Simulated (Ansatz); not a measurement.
Isolated molecules relaxed with PBE0-D4/def2-TZVP in Ansatz; ΔE leaves out vibrations. CBS: MP2 limit from def2 TZ/QZ plus the TZ coupled-cluster correction, frozen cores. This one scheme is used for every species, atoms too. For atomizations the MP2-based limit and the directly extrapolated one differ by several kJ/mol either way, and by 10 to 25 for some Ge, Se and Sn compounds, so smaller differences from it don't rank the levels. DFT in def2-TZVPP. B3LYP here is the variant with VWN-RPA as its local correlation; programs differ in this. HSE06 is defined as in plane-wave codes. Open shells (•) are unrestricted, without spin–orbit coupling. Spin–orbit coupling would lower the free atoms: a little for F, O, Si; strongly for Sn. def2 core potentials past Kr. For Sn outer-core shells are correlated without core-valence functions, so the limit isn't a true one: a few kJ/mol of doubt a bond, and 10 to 20 or more in all where bonds break to atoms. One conformer a species, not always the lowest.

`O[SiH](F)[O][SnH3]` → F• + 5 H• + 2 O• + Si• + Sn•  (atomization)

(1) What is ΔE at CCSD(T)/CBS? (An estimate is asked.)

(2) What do these levels give: PBE-D4, revPBE-D4, B97M-V, B3LYP-D4, HSE06-D4, LC-ωPBE, MP2/def2-SVP, MP2/def2-TZVPP, SCS-MP2/def2-TZVPP, CCSD/def2-TZVPP, SCS-MP2/def2-QZVPP, MP2/CBS(def2)? (An estimate is asked.)

Largest T1 diagnostic among the species: 0.013.

Answers

(1) Computed: +3507.5 kJ/mol.

(2) The calculation gave: PBE-D4 3460.9, revPBE-D4 3362.3, B97M-V 3498.1, B3LYP-D4 3435.9, HSE06-D4 3393.4, LC-ωPBE 3433.7, MP2/def2-SVP 3239.4, MP2/def2-TZVPP 3455.3, SCS-MP2/def2-TZVPP 3436.6, CCSD/def2-TZVPP 3344.9, SCS-MP2/def2-QZVPP 3513.0, MP2/CBS(def2) 3566.7 kJ/mol.

At CCSD(T), def2-SVP lies −336.3 kJ/mol from the extrapolated value and def2-TZVPP −111.4 kJ/mol: correlation converges slowly with the basis, and small sets miss more of it in the bonded molecule than in its fragments. From PBE to PBE0 (25 % exact exchange), in def2-TZVPP and without D4, ΔE moves by −64.9 kJ/mol: exact exchange takes away binding that semilocal exchange gives to molecules. The D4 term adds +36.1 kJ/mol with B3LYP and +18.9 kJ/mol with PBE0; it sums over pairs of atoms, weighted by their polarisabilities, and B3LYP, whose exchange is more repulsive, gets the larger term.
